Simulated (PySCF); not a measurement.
Cl2GaH3N, charge +1, multiplicity 1. Atoms are numbered in the order given.

```xyz
7

Ga    -0.0004    -0.0348    -0.0094
Cl     1.4010     0.9913    -1.1775
Cl    -1.4043     0.3206     1.5022
N      0.0073    -2.0109    -0.4935
H     -0.5597    -2.1988    -1.3325
H     -0.3790    -2.5940     0.2613
H      0.9552    -2.3534    -0.7023
```
Charge +1, spin multiplicity 1.

The structure is a stationary point at B3LYP-D3(BJ)/def2-SVP. The multiplicity is an assumed one; no other spin state was optimised. The isomer is the one that the SMILES or the coordinates give; other isomers of the formula were not compared.

The numbers are results of HF/pcSseg-1 (PySCF), not measurements.

GIAO shieldings, no solvent; atoms listed in one row are averaged. δ = σ(ref) − σ: ³⁵Cl against HCl (σ = 958.2 ppm); ¹⁵N against NH3 (σ = 267.3 ppm); ¹H against TMS (σ = 31.99 ppm), references at their B3LYP-D3(BJ)/def2-TZVP geometries, non-relativistic (without spin–orbit terms, shifts of atoms bonded to Cl or Br come out too high).

Computed chemical shifts:
```tsv
nucleus	atoms	count	δ (ppm)
³⁵Cl	Cl3	1	-4.1
³⁵Cl	Cl2	1	-6.3
¹⁵N	N4	1	32.1
¹H	H5, H6, H7	3	4.21
```
